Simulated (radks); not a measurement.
Values are calculated unless marked as measured or tabulated.
Q: N II, 6 electrons, occupied as 1s1 2s2 2p3 (not the ground configuration). Code: a radial shooting solver on a logarithmic mesh with Libxc functionals. Model: Dirac Kohn-Sham, PBE, spin-unpolarised, spherical densities, finite nucleus; open shells fill j = l - 1/2 first; Fermi nuclear charge, rms radius 2.5582 fm. Some entries of the table are withheld. Estimate them.

orbital,occ.,eigenvalue (eV),<r> (bohr),r(max) (bohr)
1s1/2,1,-456.7050,(1),(2)
2s1/2,2,(3),(4),0.9096
2p1/2,2,-25.0900,(5),0.7863
2p3/2,1,-25.0507,(6),0.7871

A: 
(1) 1s1/2 <r> (bohr): 0.2200
(2) 1s1/2 r(max) (bohr): 0.1440
(3) 2s1/2 eigenvalue (eV): -36.5680
(4) 2s1/2 <r> (bohr): 1.148
(5) 2p1/2 <r> (bohr): 1.107
(6) 2p3/2 <r> (bohr): 1.108
